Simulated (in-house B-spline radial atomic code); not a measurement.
A fraction x of an electron is removed from 2p in Mg⁴⁺, starting from [He] 2s2 2p4 and keeping the highest spin. All numbers are computed (scalar-relativistic (X2C) PBE0, spin-polarised, spherical fractional occupations; Fermi nucleus of rms radius 3.057 fm) with an all-electron radial atomic-structure program (B-spline basis), not measured.

Caution: exact exchange at fractional occupations of open shells leaves self-interaction of up to several eV.

| x | E(x) - E(0) (eV) | 2p down level (eV) |
| --- | --- | --- |
| 0 | 0.0000 | -123.521 |
| 0.1 | 12.4936 | -126.353 |
| 0.21 | 26.5646 | -129.486 |
| 0.29 | 37.0149 | -131.774 |
| 0.45 | 58.4666 | -136.377 |
| 0.5 | 65.3215 | -137.822 |
| 0.54 | 70.8576 | -138.980 |
| 0.74 | 99.2348 | -144.799 |
| 0.84 | 113.8609 | -147.725 |
| 1 | 137.8728 | - |

The exact functional would give a straight line between the two integer points. Deviations E(x) - E(0) - x[E(1) - E(0)], in eV: -1.294 at x = 0.1, -2.389 at x = 0.21, -2.968 at x = 0.29, -3.576 at x = 0.45, -3.615 at x = 0.5, -3.594 at x = 0.54, -2.791 at x = 0.74, -1.952 at x = 0.84.

The curve lies below the straight line by up to 3.615 eV (at x = 0.5): convex, the delocalisation error, to which spherically averaged exact exchange adds.

Question: How well does Slater's transition state (minus the level at half occupation) give the ionisation energy?

Answer: It gives 137.822 eV against 137.873 eV from the two total energies; NIST lists 141.33 eV, ground level to ground level. The end point has an open shell averaged over its orbitals, so its exact exchange keeps a self-interaction and this is no true integer point.
